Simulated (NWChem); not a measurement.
# C3H6Cl cation

```xyz
10

C     -1.2726     1.0681    -0.0630
C      0.0019     0.3568     0.0396
C      1.2973     1.0341    -0.0252
Cl    -0.0229    -1.3000     0.2392
H     -1.5143     1.4038     0.9814
H     -1.1716     2.0029    -0.6517
H     -2.1143     0.4338    -0.3984
H      1.5451     1.1049    -1.1186
H      2.1210     0.4730     0.4542
H      1.2261     2.0846     0.3243
```
Atoms are numbered in this order, from 1.

All runs: NWChem. Pople sets run with spherical d functions. Geometry: optimised at PBE-D3(BJ)/def2-SVP. Vzz is the largest principal value of the second derivative of the potential at the nucleus (NWChem prints the opposite sign); η is the asymmetry. Non-relativistic.

```csv
level,Vzz Cl4 (a.u.),η Cl4
CAM-B3LYP/def2-SVP,3.187,0.86
B3LYP/def2-SVP,3.112,0.90
B3LYP/6-31G*,…,…
```

Q: Fill in the missing entries.

A: 
- B3LYP/6-31G*, Vzz Cl4 (a.u.): 3.346
- B3LYP/6-31G*, η Cl4: 0.81
